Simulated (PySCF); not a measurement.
B(Cl)(I)(OH) (BClHIO), SMILES OB(Cl)I. Coordinates come from a B3LYP-D3(BJ)/def2-SVP optimisation. The def2 effective core potentials stand for the cores of I; spin–orbit coupling is left out. Other conformers were not sampled.

Computed equilibrium geometry at B3LYP-D3(BJ)/def2-SVP (PySCF confirms it by a frequency run) as bond lengths and angles, and its point group (one conformer of several):
point group Cs.
Atoms: B1 Cl2 I3 O4 H5. Bonded distances (Å): B1–Cl2 1.771, B1–I3 2.150, B1–O4 1.338, O4–H5 0.969. Bond angles (°): Cl2–B1–I3 120.6, Cl2–B1–O4 121.7, I3–B1–O4 117.8, B1–O4–H5 113.8.
